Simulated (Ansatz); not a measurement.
Reactions of CH7BGeS, SMILES `BS[CH2][GeH3]`.

Computed with Ansatz on PBE0-D4/def2-TZVP structures; ΔE is electronic, products minus reactants. CCSD(T)/CBS is the MP2 limit (def2-TZVPP, def2-QZVPP) plus CCSD(T) − MP2 in def2-TZVPP, frozen cores. This one scheme is used for every species. DFT in def2-TZVPP. For Ge outer-core shells are correlated without core-valence functions, which leaves a few kJ/mol of doubt a bond. Scalar relativity is left out up to krypton. One conformer a species, not always the lowest.

| reaction | PBE-D4 (eV) | PBE0-D4 (eV) | CCSD(T)/CBS(def2) (eV) |
| --- | --- | --- | --- |
| `BS[CH2][GeH3]` + `C[SiH](F)P` → `BP[SiH](C)F` + `S[CH2][GeH3]` | 0.65 | 0.64 | 0.65 |
| `BS[CH2][GeH3]` + `N[SiH](O)O` → `O[SiH](O)[NH][GeH3]` + `BSC` | -0.22 | -0.25 | -0.25 |
| `BS[CH2][GeH3]` + `[SiH3]N[SiH3]` → `BN([SiH3])[SiH3]` + `S[CH2][GeH3]` | -0.10 | -0.13 | -0.19 |
| `BS[CH2][GeH3]` + `[SiH3]S` → `[SiH3]S[CH2][GeH3]` + `BS` | 0.09 | 0.09 | 0.08 |

Largest T1 diagnostic: 0.015, for `BS`.
